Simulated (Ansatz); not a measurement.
```xyz
10

C     0.128   -1.221   -1.375
Ge   -0.198   -0.408    0.352
Cl    0.173   -1.924    1.845
O     1.045    0.983    0.615
Si   -0.358    1.746    1.028
H     1.159   -1.575   -1.387
H    -0.020   -0.480   -2.160
H    -0.549   -2.062   -1.522
H    -0.817    2.850    0.148
H    -0.564    2.091    2.456
```

The species carries charge 0 and has multiplicity 1.

List the ωB97M-V/def2-TZVPP orbital energies in eV (Ansatz 0.2.0). (Best estimate.)

Computed: Occupied: -10867.43, -2771.60, -1808.06, -1363.20, -1210.95, -1210.93, -1210.89, -525.78, -281.86, -261.98, -199.46, -199.33, -199.32, -175.02, -149.04, -124.32, -124.29, -124.15, -103.21, -103.14, -103.12, -37.19, -37.11, -37.01, -36.99, -36.95, -29.77, -25.32, -22.82, -17.71, -16.93, -14.68, -14.51, -13.73, -13.54, -12.95, -12.25, -11.65, -11.14, -10.96, -9.06. Lowest empty: 0.34, 1.51, 2.02, 2.68, 3.05, 3.50, 4.17, 4.53.
